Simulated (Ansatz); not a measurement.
Basis-set extrapolation for C₃H₁₀Si₂ (`[SiH3]C1C[SiH2]C1`) (PBE0-D4/def2-TZVP geometry, frozen core, Ansatz 0.2.0). Multiplicity 1, RHF reference.

|  | def2-TZVPP | def2-QZVPP |
| --- | --- | --- |
| HF | -697.324774 | -697.348179 |
| MP2 correlation | -0.770223 | -0.820259 |
| CCSD(T) correlation | -0.869441 | not run |

Energies in hartree. Use E(X) = E(∞) + A·exp(−7.88·√X) for Hartree–Fock and E(X) = E(∞) + B·X^(−2.97) for correlation, with X = 3 and 4, and add CCSD(T) minus MP2 of the smaller set to the MP2 limit.

Task: What is the CCSD(T) energy at the basis-set limit?

Result: HF limit: -697.348179 + (-0.023405) × 0.13774 = -697.35140. MP2 limit: -0.820259 + (-0.050036) × 0.74074 = -0.85732. Higher-order term: -0.869441 − (-0.770223) = -0.09922. Total: -698.30794 hartree, 298.6 kJ/mol below CCSD(T)/def2-TZVPP.
